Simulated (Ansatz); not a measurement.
Basis-set series for CH$_{6}$AlInO$_{2}$, SMILES `OC[O][AlH][InH2]`. Charge 0, multiplicity 1. In takes the def2 core potential. The geometry is a stationary point of PBE0-D4/def2-TZVP. It is one conformer, not always the lowest.

| functional | basis | functions | energy (Eh) | HOMO (eV) | LUMO (eV) |
| --- | --- | --- | --- | --- | --- |
| PBE0-D4 | def2-SVP | 116 | -624.20263 | -6.33 | -1.09 |
| PBE0-D4 | def2-QZVPP | 503 | -624.54178 | -6.38 | -1.24 |
| ωB97M-V | def2-SVP | 116 | -624.37537 | -8.24 | 0.60 |
| ωB97M-V | def2-QZVPP | 503 | -624.72105 | -8.33 | 0.22 |

(1) Give the rows for def2-TZVPP. (Best estimate.)

## Answers

(1) Ansatz gave: 
```csv
functional,basis,functions,energy (Eh),HOMO (eV),LUMO (eV)
PBE0-D4,def2-TZVPP,269,-624.52185,-6.37,-1.19
ωB97M-V,def2-TZVPP,269,-624.70158,-8.32,0.39
```

Positive LUMOs are unbound and depend on the basis.
